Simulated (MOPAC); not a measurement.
MOPAC input (PM3):

```
PM3 1SCF UHF MS=0.5 GEO-OK AUX(PRECISION=9) THREADS=1
OP

P    -0.00000000 1   -0.00000000 1   -0.51471900 1
O     0.00000000 1    0.00000000 1    0.96509800 1
```

From the output:

```
                                                       MOPAC v23.2.5 Linux

          FINAL HEAT OF FORMATION =        -19.73554 KCAL/MOL =     -82.57352 KJ/MOL

          COSMO AREA              =         65.18 SQUARE ANGSTROMS
          COSMO VOLUME            =         47.85 CUBIC ANGSTROMS

          IONIZATION POTENTIAL    =          7.558652 EV
          ALPHA SOMO LUMO (EV)    =         -7.559 -1.166
          BETA  SOMO LUMO (EV)    =        -11.534 -0.960
          NO. OF ALPHA ELECTRONS  =          6
          NO. OF BETA  ELECTRONS  =          5
          MOLECULAR WEIGHT        =         46.9732         POINT GROUP:  C*v

          MOLECULAR DIMENSIONS (Angstroms)

            Atom       Atom       Distance
            O     2    P     1     1.47982
            O     2    P     1     0.00000
            P     1    O     2     0.00000

          SCF CALCULATIONS        =          1

   ATOM   CHEMICAL          X               Y               Z
  NUMBER   SYMBOL      (ANGSTROMS)     (ANGSTROMS)     (ANGSTROMS)

     1       P         -0.00000000  *  -0.00000000  *  -0.51471900  *
     2       O          0.00000000  *   0.00000000  *   0.96509800  *

                             CARTESIAN COORDINATES

   1    P       -0.000000000    -0.000000000    -0.514719000
   2    O        0.000000000     0.000000000     0.965098000

           Empirical Formula: O P  =     2 atoms

      MOLECULAR POINT GROUP   :   C*v

          ALPHA EIGENVALUES
 -35.11482 -20.53035 -14.27608 -13.24838 -11.93063  -7.55865  -1.16635   2.24613

           BETA EIGENVALUES
 -34.95619 -19.74886 -13.08917 -12.71407 -11.53369  -0.96023  -0.56333   2.61360

              NET ATOMIC CHARGES AND DIPOLE CONTRIBUTIONS

  ATOM NO.   TYPE          CHARGE      No. of ELECS.   s-Pop       p-Pop
    1          P           0.480061        4.5199     1.89454     2.62540
    2          O          -0.480061        6.4801     1.86467     4.61539
 DIPOLE           X         Y         Z       TOTAL
 POINT-CHG.     0.000     0.000    -3.412     3.412
 HYBRID        -0.000     0.000     1.360     1.360
 SUM           -0.000     0.000    -2.052     2.052

          ATOMIC ORBITAL ELECTRON POPULATIONS

     Atom    s        px        py        pz
    1  P   1.89454   1.27392   0.55776   0.79372
    2  O   1.86467   1.72608   1.44224   1.44706

                    (SZ)    =    0.500000
                    (S**2)  =    0.750460

          ATOMIC ORBITAL SPIN POPULATIONS

    Atom   Total    s     px     py     pz
         Atomic
    1  P  0.7233  0.008  0.726  0.003 -0.014
    2  O  0.2767  0.001  0.274 -0.003  0.005

 **********************
 *                    *
 * JOB ENDED NORMALLY *
 *                    *
 **********************

 == MOPAC DONE ==
```

The geometry given is a B3LYP-D3(BJ)/def2-TZVP minimum.
